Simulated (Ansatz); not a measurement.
Species: H2BS2, SMILES `S[B]S` (H–S–B–S torsion 180°, S–B–S–H torsion -180°) (charge 0, multiplicity 2).

Task: Give a relaxed geometry from PBE0-D4/def2-TZVP (Ansatz, an electronic-structure program).

Result: One answer among several that fit: the end point of this relaxation, one of several conformers (outside a Z-matrix the atoms follow the SMILES, hydrogens last).
Bond lengths (Å): S1–B2 1.765, S1–H4 1.345, B2–S3 1.765, S3–H5 1.345. Angles (°): B2–S1–H4 97.2, S1–B2–S3 127.0, B2–S3–H5 97.2.
